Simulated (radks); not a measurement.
Results of a calculation; reference values are marked as such.
Question: Cd I, 48 electrons, occupied as [Kr] 4d10 5s2. Level of theory: scalar-relativistic Kohn-Sham, r2SCAN, spin-unpolarised, spherical densities, finite nucleus; meta-GGA in the generalised Kohn-Sham scheme; Fermi nuclear charge, rms radius 4.6087 fm (a radial shooting solver on a logarithmic mesh with Libxc functionals). Some entries of the table are withheld. Estimate them.

| orbital | occ. | eigenvalue (eV) | <1/r> (bohr^-1) |
|---|---|---|---|
| 1s | 2 | -26576.10 | 50.63 |
| 2s | 2 | -3960.126 | 11.54 |
| 2p | 6 | -3550.472 | 11.11 |
| 3s | 2 | -744.0941 | 4.076 |
| 3p | 6 | -608.6580 | 3.876 |
| 3d | 10 | (1) | (2) |
| 4s | 2 | -108.9224 | 1.562 |
| 4p | 6 | -69.0571 | 1.409 |
| 4d | 10 | -12.1946 | 1.055 |
| 5s | 2 | -5.8495 | 0.4432 |

Answer: 
(1) 3d eigenvalue (eV): -397.1864
(2) 3d <1/r> (bohr^-1): 3.641
